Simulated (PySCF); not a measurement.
CrOBr₂, SMILES [Cr](=[O])([Br])[Br] (connectivity only; charge and spin as stated), neutral, multiplicity 3. Atoms are numbered in the order given.

```xyz
4

Cr     0.0000     0.0000    -0.6781
O      0.0000     0.0000    -2.2079
Br     0.0000    -1.9852     0.4848
Br     0.0000     1.9852     0.4848
```
Charge 0, spin multiplicity 3.

Geometry: B3LYP-D3(BJ)/def2-SVP. The spin state was assumed, not searched.

The numbers are results of ωB97X/def2-TZVP in PySCF, not measurements.

Atomic charges (e):

```
atom  Löwdin  meta-Löwdin  Mulliken spin
----  ------  -----------  -------------
Cr1    -0.19   (withheld)           2.30
O2     -0.09   (withheld)          -0.32
Br3     0.14   (withheld)           0.01
Br4     0.14   (withheld)           0.01
```

Q: What belongs in the gaps? (The exact figures need the calculation; the answer reports its results.)

A: 
- Cr1, meta-Löwdin: 1.22
- O2, meta-Löwdin: -0.34
- Br3, meta-Löwdin: -0.44
- Br4, meta-Löwdin: -0.44
